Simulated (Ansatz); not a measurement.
Reactions of H₆N₃STa (`[NH2][Ta]([NH2])([NH2])=[S]`).

Computed with Ansatz on PBE0-D4/def2-TZVP structures; ΔE is electronic, products minus reactants. CCSD(T)/CBS is the MP2 limit (def2-TZVPP, def2-QZVPP) plus CCSD(T) − MP2 in def2-TZVPP, frozen cores. This one scheme is used for every species. DFT in def2-TZVPP. B3LYP here is the variant with VWN-RPA as its local correlation; programs differ in this. Elements past krypton have def2 core potentials. For Ga, Ta outer-core shells are correlated without core-valence functions, which leaves a few kJ/mol of doubt a bond. Scalar relativity is left out up to krypton. One conformer a species, not always the lowest.

```json
{"reaction": "`[NH2][Ta]([NH2])([NH2])=[S]` + gallium trichloride → `[NH2][Ta]([NH2])(=[S])[Cl]` + `[NH2][Ga]([Cl])[Cl]`", "CCSD(T)/CBS(def2) (kJ/mol)": "-25"}
{"reaction": "`[NH2][Ta]([NH2])([NH2])=[S]` + H₂O → `[NH2][Ta]([NH2])([OH])=[S]` + NH₃", "CCSD(T)/CBS(def2) (kJ/mol)": "?"}
{"reaction": "`[NH2][Ta]([NH2])([NH2])=[S]` + H–F → `[NH2][Ta]([NH2])([F])=[S]` + NH₃", "CCSD(T)/CBS(def2) (kJ/mol)": "-83"}
{"reaction": "`[NH2][Ta]([NH2])([NH2])=[S]` + HCl → `[NH2][Ta]([NH2])(=[S])[Cl]` + NH₃", "CCSD(T)/CBS(def2) (kJ/mol)": "-86"}
```

Q: Fill in the missing values. (An estimate is asked.)

A: The calculation gave: `[NH2][Ta]([NH2])([NH2])=[S]` + H₂O → `[NH2][Ta]([NH2])([OH])=[S]` + NH₃: -49.4 kJ/mol.

Largest T1 diagnostic: 0.020, for `[NH2][Ta]([NH2])([NH2])=[S]`.
